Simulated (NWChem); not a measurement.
System: MgH₂S; SMILES [MgH][SH]

Parts of the log:

```
             Northwest Computational Chemistry Package (NWChem) 7.3.0
             --------------------------------------------------------

                             Geometry "geometry" -> ""
                             -------------------------

 Output coordinates in angstroms (scale by  1.889725989 to convert to a.u.)

  No.       Tag          Charge          X              Y              Z
 ---- ---------------- ---------- -------------- -------------- --------------
    1 Mg                  12.0000     0.23347400    -1.14231200     0.00000000
    2 H                    1.0000     0.38685400    -2.82925500     0.00000000
    3 S                   16.0000     0.06236700     1.17056400     0.00000000
    4 H                    1.0000    -1.29070200     1.14784200     0.00000000

 Effective nuclear repulsion energy (a.u.)      58.3553695691

                              NWChem Property Module
                              ----------------------

  itol2e modified to match energy
  convergence criterion.

                                 NWChem DFT Module
                                 -----------------

 Summary of "ao basis" -> "ao basis" (spherical)
 ------------------------------------------------------------------------------
       Tag                 Description            Shells   Functions and Types
 ---------------- ------------------------------  ------  ---------------------
 Mg                         pcsseg-1                 8       16   4s4p
 H                          pcsseg-1                 3        5   2s1p
 S                          pcsseg-1                10       24   4s5p1d

  itol2e modified to match energy
  convergence criterion.

            General Information
            -------------------
          SCF calculation type: DFT
          Wavefunction type:  closed shell.
          No. of atoms     :     4
          No. of electrons :    30
           Alpha electrons :    15
            Beta electrons :    15
          Charge           :     0
          Spin multiplicity:     1
          Use of symmetry is: off; symmetry adaption is: off
          Maximum number of iterations: 150
          AO basis - number of functions:    50
                     number of shells:    24
          Convergence on energy requested:  1.00D-07
          Convergence on density requested:  1.00D-05
          Convergence on gradient requested:  5.00D-04

[...]

          -----------------------------------------
          Chemical Shielding Tensors (GIAO, in ppm)
          -----------------------------------------

                                NWChem CPHF Module
                                ------------------

  scftype          =     RHF
  nclosed          =       15
  nopen            =        0
  variables        =      525
  # of vectors     =        3
  tolerance        = 0.10D-03
  level shift      = 0.00D+00
  max iterations   =       50
  max subspace     =       30

 SCF residual:    3.0400941484690990E-005

Iterative solution of linear equations
  No. of variables      525
  No. of equations        3
  Maximum subspace       30
        Iterations       50
       Convergence  1.0D-04

   iter   nsub   residual    time
   ----  ------  --------  ---------
     1      3    6.25D-05       4.5

      Atom:    1  Mg
        Diamagnetic
    714.0525      0.0753     -0.0000
      0.0753    713.3156      0.0000
     -0.0000      0.0000    712.9283

        Paramagnetic
   -389.8138    -43.2682      0.0000
    -43.2682    -21.6571     -0.0000
      0.0000     -0.0000   -388.7596

        Total Shielding Tensor
    324.2387    -43.1929      0.0000
    -43.1929    691.6585     -0.0000
      0.0000     -0.0000    324.1687

           isotropic =     446.6887
          anisotropy =     374.9688

          Principal Components and Axis System
                 1           2           3
              696.6679    324.1687    319.2294

      1        -0.1152      0.0000      0.9933
      2         0.9933      0.0000      0.1152
      3        -0.0000      1.0000     -0.0000

      Atom:    2  H
        Diamagnetic
     24.0696     -0.7129     -0.0000
     -0.7129     32.0246      0.0000
     -0.0000      0.0000     23.7368

        Paramagnetic
     -0.6627     -0.2485      0.0000
     -0.2485     -0.2512     -0.0000
      0.0000     -0.0000     -0.1607

        Total Shielding Tensor
     23.4070     -0.9614      0.0000
     -0.9614     31.7733     -0.0000
      0.0000     -0.0000     23.5761

           isotropic =      26.2521
          anisotropy =       8.4454

          Principal Components and Axis System
                 1           2           3
               31.8824     23.5761     23.2979

      1        -0.1127      0.0000      0.9936
      2         0.9936      0.0000      0.1127
      3        -0.0000      1.0000     -0.0000

      Atom:    3  S
        Diamagnetic
   1060.7751     -0.4048      0.0000
     -0.4048   1061.1229      0.0000
      0.0000      0.0000   1056.1730

        Paramagnetic
   -240.1203    -34.8111     -0.0000
    -34.8111   -265.6028     -0.0000
     -0.0000     -0.0000   -292.5972

        Total Shielding Tensor
    820.6548    -35.2160     -0.0000
    -35.2160    795.5201     -0.0000
     -0.0000     -0.0000    763.5757

           isotropic =     793.2502
          anisotropy =      78.3427

          Principal Components and Axis System
                 1           2           3
              845.4786    770.6962    763.5757

      1         0.8173      0.5761      0.0000
      2        -0.5761      0.8173      0.0000
      3        -0.0000     -0.0000      1.0000

      Atom:    4  H
        Diamagnetic
     43.7620     -1.6651     -0.0000
     -1.6651     24.4715      0.0000
     -0.0000      0.0000     21.2194

        Paramagnetic
     -0.5821     -0.8111     -0.0000
     -0.8111      3.6798      0.0000
     -0.0000      0.0000      4.2543

[...]
```

Level: KT2/pcSseg-1, GIAO. The geometry was optimised at PBE0/def2-SVP. The printed shielding anisotropy is the first printed principal value minus the mean of the other two.

Question: Which NWChem input produces such a log?

Answer: Several could match; the one computed here: the input that was run:
```
start job
memory heap 200 mb stack 900 mb global 1100 mb
geometry units angstroms noautosym nocenter noautoz
  Mg     0.233474    -1.142312     0.000000
  H      0.386854    -2.829255     0.000000
  S      0.062367     1.170564     0.000000
  H     -1.290702     1.147842     0.000000
end
basis spherical
  Mg library pcsseg-1
  H library pcsseg-1
  S library pcsseg-1
end
dft
  xc kt2
  iterations 150
end
property
  shielding
end
task dft property
```
